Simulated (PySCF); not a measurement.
# Working out the ionisation energy of Ru⁺

Ru⁺ [Kr] 4d7 (4F) → Ru²⁺ [Kr] 4d6 (5D). Calculation: PySCF 2.14, in ANO-RCC-VTZP; scalar relativity by spin-free X2C-1e. Frozen: [Ar] 3d10. Energies in hartree (1 hartree = 27.21139 eV):

| part | Ru⁺ (lower) | Ru²⁺ (upper) |
| --- | --- | --- |
| UHF | -4527.622216 | -4527.073985 |
| MP2 opposite-spin | -0.307621 | -0.265679 |
| MP2 same-spin | -0.147488 | -0.133151 |

**Question.** What does Hartree-Fock give?

**Answer.** (-4527.073985) − (-4527.622216) = 0.548231 hartree = 14.918 eV.

**Question.** What do MP2 and SCS-MP2 (6/5 opposite-spin, 1/3 same-spin) give?

**Answer.** The opposite-spin parts differ by 1.141 eV and the same-spin parts by 0.390 eV. MP2: 14.918 + (1.141) + (0.390) = 16.449 eV. SCS-MP2: 14.918 + 1.2 × (1.141) + (0.390)/3 = 16.417 eV.

A first-order spin-orbit estimate adds 0.051 eV to MP2 (valence and next inner shell), giving 16.500 eV against 16.76 ± 0.06 eV (semi-empirical (NIST evaluation); NIST Atomic Spectra Database, ionization energies).

What remains against the reference includes basis incompleteness, the frozen core and correlation beyond second order.
